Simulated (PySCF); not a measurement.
Co(CO)4(H), SMILES [O+]#[C-]->[CoH](<-[C-]#[O+])(<-[C-]#[O+])<-[C-]#[O+] (C4HCoO4), CAM-B3LYP/def2-SVP optimised geometry.

```
10

Co    -0.80    -0.63     0.00
O     -2.13    -2.81    -1.43
C     -1.63    -1.98    -0.84
O     -2.12     1.98    -0.07
C     -1.62     0.96     0.00
O     -1.30    -1.43     2.79
C     -1.11    -1.12     1.71
O      2.12    -0.61    -0.07
C      0.99    -0.63     0.00
H     -0.56    -0.23    -1.39
```

Density from CAM-B3LYP/def2-TZVP run with PySCF at that geometry.

Minimum of the electron density along straight lines between bonded atoms, close to the bond critical point (lines longer than 1.1 times the sum of covalent radii, or with two minima, are not listed):

```json
[
 {"bond": "Co1–C3", "length / Å": "1.790", "ρ at the minimum / e bohr⁻³": "0.149", "∇²ρ there / e bohr⁻⁵": "0.49", "position (fraction from the first atom)": "0.51"},
 {"bond": "O2–C3", "length / Å": "1.137", "ρ at the minimum / e bohr⁻³": "0.498", "∇²ρ there / e bohr⁻⁵": "0.55", "position (fraction from the first atom)": "0.66"},
 {"bond": "Co1–C5", "length / Å": "1.790", "ρ at the minimum / e bohr⁻³": "0.149", "∇²ρ there / e bohr⁻⁵": "0.49", "position (fraction from the first atom)": "0.51"},
 {"bond": "O4–C5", "length / Å": "1.137", "ρ at the minimum / e bohr⁻³": "0.498", "∇²ρ there / e bohr⁻⁵": "0.55", "position (fraction from the first atom)": "0.66"},
 {"bond": "Co1–C7", "length / Å": "1.806", "ρ at the minimum / e bohr⁻³": "0.137", "∇²ρ there / e bohr⁻⁵": "0.57", "position (fraction from the first atom)": "0.49"},
 {"bond": "O6–C7", "length / Å": "1.134", "ρ at the minimum / e bohr⁻³": "0.501", "∇²ρ there / e bohr⁻⁵": "0.59", "position (fraction from the first atom)": "0.66"},
 {"bond": "Co1–C9", "length / Å": "1.790", "ρ at the minimum / e bohr⁻³": "0.149", "∇²ρ there / e bohr⁻⁵": "0.49", "position (fraction from the first atom)": "0.51"},
 {"bond": "O8–C9", "length / Å": "1.137", "ρ at the minimum / e bohr⁻³": "0.498", "∇²ρ there / e bohr⁻⁵": "0.55", "position (fraction from the first atom)": "0.66"},
 {"bond": "Co1–H10", "length / Å": "1.467", "ρ at the minimum / e bohr⁻³": "0.139", "∇²ρ there / e bohr⁻⁵": "0.03", "position (fraction from the first atom)": "0.64"}
]
```
